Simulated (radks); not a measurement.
Question: All-electron atom: Cr2+ in [Ar] 3d4. Method: scalar-relativistic Kohn-Sham, r2SCAN, spin-polarised, spherical densities, finite nucleus; open shells are filled with parallel spins first; meta-GGA in the generalised Kohn-Sham scheme; Fermi nuclear charge, rms radius 3.6452 fm; computed with a radial shooting solver on a logarithmic mesh with Libxc functionals. Some entries of the table are withheld. Estimate them.

| orbital | occ. | eigenvalue (eV) | <1/r> (bohr^-1) |
|---|---|---|---|
| 1s down | 1 | -5923.671 | 23.88 |
| 1s up | 1 | -5923.629 | 23.88 |
| 2s up | 1 | -696.9433 | 5.064 |
| 2s down | 1 | -694.9367 | 5.075 |
| 2p up | 3 | -587.5663 | (1) |
| 2p down | 3 | -586.0342 | (2) |
| 3s up | 1 | -99.5942 | 1.570 |
| 3s down | 1 | -94.2903 | 1.561 |
| 3p up | 3 | -69.7097 | 1.434 |
| 3p down | 3 | -64.4045 | 1.425 |
| 3d up | 4 | (3) | 1.096 |
| 3d down | 0 | (4) | 1.076 |

Answer: 
(1) 2p up <1/r> (bohr^-1): 4.950
(2) 2p down <1/r> (bohr^-1): 4.960
(3) 3d up eigenvalue (eV): -24.3071
(4) 3d down eigenvalue (eV): -18.9501
